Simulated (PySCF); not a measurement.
PySCF input (M06-2X/def2-TZVPD):

```python
from pyscf import gto, scf, dft

mol = gto.M(
    atom='''
    Si   -0.00146862    0.02772839    0.01498437
    C     1.53236642   -1.02402465   -0.03883585
    C    -1.44023535   -0.71545909   -0.90117810
    O    -0.55574372    0.22934555    1.56305928
    O     0.46547118    1.47504821   -0.64200789
    H     1.34616186   -2.00800871    0.39602535
    H     2.34884590   -0.55662798    0.51637081
    H     1.87187653   -1.16458856   -1.06705481
    H    -1.19356382   -0.87312365   -1.95298420
    H    -2.31595967   -0.06428147   -0.85190918
    H    -1.72131798   -1.67803708   -0.46909508
    H     0.05303436    0.59411166    2.21025778
    H    -0.19912252    2.16411071   -0.71971927
    ''',
    basis='def2-tzvpd',
    charge=0,
    spin=0,
    verbose=4,
)

mf = dft.RKS(mol, xc='m062x').density_fit(auxbasis='def2-universal-jkfit')
mf.grids.level = 4
mf.conv_tol = 1e-9
mf.max_cycle = 100
mf.max_memory = 1500
mf.kernel()
if not mf.converged:
    mf = mf.newton()
    mf.kernel(mf.make_rdm1())
mf.analyze()
```

End of the output:

```
Extra cycle  E= -521.095689045705  delta_E= -1.43e-11  |g|= 4.92e-06  |ddm|= 2.41e-05
converged SCF energy = -521.095689045705
**** SCF Summaries ****
Total Energy =                        -521.095689045704603
Nuclear Repulsion Energy =             256.519659277892799
One-electron Energy =                -1227.097873279260739
Two-electron Energy =                  449.482524955663393
Two-electron Coulomb Energy =          501.488755351396264
DFT Exchange-Correlation Energy =      -52.006230395732850
HOMO-LUMO gap [eV] =                     9.524119883186227
**** MO energy ****
MO #1   energy= -67.0244242523325  occ= 2
MO #2   energy= -19.6184678310596  occ= 2
MO #3   energy= -19.6184564541968  occ= 2
MO #4   energy= -10.5083366608365  occ= 2
MO #5   energy= -10.5083292130953  occ= 2
MO #6   energy= -5.55824085143048  occ= 2
MO #7   energy= -3.87030645564156  occ= 2
MO #8   energy= -3.86940140195428  occ= 2
MO #9   energy= -3.86865480197245  occ= 2
MO #10  energy= -1.12760929000237  occ= 2
MO #11  energy= -1.10722664930452  occ= 2
MO #12  energy= -0.796469289569702 occ= 2
MO #13  energy= -0.77333331169029  occ= 2
MO #14  energy= -0.627549059954994 occ= 2
MO #15  energy= -0.594614152837188 occ= 2
MO #16  energy= -0.485195315706575 occ= 2
MO #17  energy= -0.481384308204959 occ= 2
MO #18  energy= -0.481324388115047 occ= 2
MO #19  energy= -0.460895627436021 occ= 2
MO #20  energy= -0.45482460571714  occ= 2
MO #21  energy= -0.442760263044066 occ= 2
MO #22  energy= -0.43752920612666  occ= 2
MO #23  energy= -0.394546311315793 occ= 2
MO #24  energy= -0.39429110953458  occ= 2
MO #25  energy= -0.351182105226983 occ= 2
MO #26  energy= -0.00117715229345288 occ= 0
MO #27  energy= 0.0281129825664388 occ= 0
MO #28  energy= 0.0331634062458693 occ= 0
MO #29  energy= 0.042381996879416  occ= 0
MO #30  energy= 0.0653718243966778 occ= 0
MO #31  energy= 0.0722614973266387 occ= 0
MO #32  energy= 0.0753289816172515 occ= 0
MO #33  energy= 0.0819347111156527 occ= 0
MO #34  energy= 0.0899053361998578 occ= 0
MO #35  energy= 0.0965513280985977 occ= 0
MO #36  energy= 0.117974113871835  occ= 0
MO #37  energy= 0.118062946438678  occ= 0
MO #38  energy= 0.122654867999808  occ= 0
MO #39  energy= 0.124306314764885  occ= 0
MO #40  energy= 0.129392470512828  occ= 0
MO #41  energy= 0.129956537840966  occ= 0
MO #42  energy= 0.134466663802641  occ= 0
MO #43  energy= 0.151556950523389  occ= 0
MO #44  energy= 0.16444701226165   occ= 0
MO #45  energy= 0.174712291857835  occ= 0
MO #46  energy= 0.177999040033126  occ= 0
MO #47  energy= 0.20060982341732   occ= 0
MO #48  energy= 0.221136022136248  occ= 0
MO #49  energy= 0.226275852656105  occ= 0
MO #50  energy= 0.228885950413217  occ= 0
MO #51  energy= 0.236804175651466  occ= 0
MO #52  energy= 0.24178905164084   occ= 0
MO #53  energy= 0.246527664046641  occ= 0
MO #54  energy= 0.252595731134933  occ= 0
MO #55  energy= 0.254610792518488  occ= 0
MO #56  energy= 0.259084457650319  occ= 0
MO #57  energy= 0.267402204849179  occ= 0
MO #58  energy= 0.277037675329362  occ= 0
MO #59  energy= 0.28560115283723   occ= 0
MO #60  energy= 0.288288603198219  occ= 0
MO #61  energy= 0.293388232199776  occ= 0
MO #62  energy= 0.294556296103631  occ= 0
MO #63  energy= 0.309425488093581  occ= 0
MO #64  energy= 0.309466616018323  occ= 0
MO #65  energy= 0.320157979094201  occ= 0
MO #66  energy= 0.326578595527726  occ= 0
MO #67  energy= 0.327601990114408  occ= 0
MO #68  energy= 0.331572615473981  occ= 0
MO #69  energy= 0.339913011615048  occ= 0
MO #70  energy= 0.349259786633728  occ= 0
MO #71  energy= 0.350825564833249  occ= 0
MO #72  energy= 0.361100131132369  occ= 0
MO #73  energy= 0.369762585951784  occ= 0
MO #74  energy= 0.379884645254095  occ= 0
MO #75  energy= 0.382241723993683  occ= 0
MO #76  energy= 0.397382486100463  occ= 0
MO #77  energy= 0.405928483205132  occ= 0
MO #78  energy= 0.407881858363825  occ= 0
MO #79  energy= 0.417376906451517  occ= 0
MO #80  energy= 0.427891884780136  occ= 0
MO #81  energy= 0.429588425227224  occ= 0
MO #82  energy= 0.439158822194424  occ= 0
MO #83  energy= 0.442387065779676  occ= 0
MO #84  energy= 0.460125329831796  occ= 0
MO #85  energy= 0.476663464575334  occ= 0
MO #86  energy= 0.478178123431297  occ= 0
MO #87  energy= 0.482381316993157  occ= 0
MO #88  energy= 0.499237597460848  occ= 0
MO #89  energy= 0.501461808328516  occ= 0
MO #90  energy= 0.503061870475232  occ= 0
MO #91  energy= 0.514497687568385  occ= 0
MO #92  energy= 0.537097530091789  occ= 0
MO #93  energy= 0.54642049574026   occ= 0
MO #94  energy= 0.558091394642462  occ= 0
MO #95  energy= 0.570036967226968  occ= 0
MO #96  energy= 0.585901649884416  occ= 0
MO #97  energy= 0.605792664092435  occ= 0
MO #98  energy= 0.608985443081274  occ= 0
MO #99  energy= 0.625398136686229  occ= 0
MO #100 energy= 0.635118838430446  occ= 0
MO #101 energy= 0.642420115439394  occ= 0
MO #102 energy= 0.655203550197211  occ= 0
MO #103 energy= 0.658756678442131  occ= 0
MO #104 energy= 0.662921850647283  occ= 0
MO #105 energy= 0.681952270600404  occ= 0
MO #106 energy= 0.687267854014464  occ= 0
MO #107 energy= 0.702663865605079  occ= 0
[...]
```
